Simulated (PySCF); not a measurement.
Species: C9H11N.
SMILES with atom numbers: `[H]/[N:10]=[CH:9]/[C:8]1=[CH:7][C:4]([CH2:5][CH3:6])=[CH:3][C:2]1=[CH2:1]` (hydrogens: H11, H12 on C1; H13 on C3; H14, H15 on C5; H16, H17, H18 on C6; H19 on C7; H20 on C9; H21 on N10)

Method: PBE0-D3(BJ)/def2-SVP geometry optimisation, gas phase in PySCF.

Give the optimised bond lengths and angles.

| bond | length (Å) |
| --- | --- |
| C1=C2 | 1.346 |
| C2–C3 | 1.464 |
| C3=C4 | 1.362 |
| C4–C5 | 1.494 |
| C5–C6 | 1.518 |
| C4–C7 | 1.463 |
| C7=C8 | 1.365 |
| C8–C9 | 1.452 |
| C9=N10 | 1.277 |
| C2–C8 | 1.477 |
| C1–H11 | 1.092 |
| C1–H12 | 1.094 |
| C3–H13 | 1.090 |
| C5–H14, C5–H15 | 1.105 |
| C6–H16, C6–H17, C6–H18 | 1.101 |
| C7–H19 | 1.093 |
| C9–H20 | 1.108 |
| N10–H21 | 1.022 |

Bonds in one row agree within 0.01 Å and their mean is given. A selection of angles:
| angle | degrees |
| --- | --- |
| C1–C2–C3 | 126.9 |
| C1–C2–C8 | 127.0 |
| C3–C2–C8 | 106.2 |
| C2–C3–C4 | 109.0 |
| C3–C4–C5 | 128.7 |
| C3–C4–C7 | 107.7 |
| C5–C4–C7 | 123.5 |
| C4–C5–C6 | 114.8 |
| C4–C7–C8 | 110.3 |
| C7–C8–C9 | 124.8 |
| C2–C8–C7 | 106.9 |
| C2–C8–C9 | 128.3 |
| C8–C9–N10 | 123.9 |
| H21–N10–C9 | 110.3 |

Dihedral angles: C1–C2–C3–C4 180° (antiperiplanar); C2–C3–C4–C5 180° (antiperiplanar); C3–C4–C5–C6 1° (synperiplanar); C3–C4–C7–C8 0° (synperiplanar); C4–C7–C8–C9 180° (antiperiplanar); C7–C8–C9–N10 180° (antiperiplanar); C1–C2–C8–C7 180° (antiperiplanar); H21–N10–C9–C8 180° (antiperiplanar).

The C–C distances run from 1.346 Å (C1=C2, drawn double) to 1.518 Å (C5–C6, drawn single), a spread of 0.172 Å. The 10 heavy atoms lie in one plane (0.006 Å rms). Of the pairs four or more bonds apart, N10···H11 is among the closest relative to their van der Waals radii: 2.38 Å, 87 % of the sum of Bondi's values. The 5-membered ring C2–C3–C4–C7–C8 has internal angles of 106.2° to 110.3°; it is planar, 0.00 Å rms from its mean plane, widest ring torsion 0°.

Point group: Cs (every atom within 0.08 Å of its image). Whether it is a minimum is left open (no frequencies). The numbers are those of one conformer.
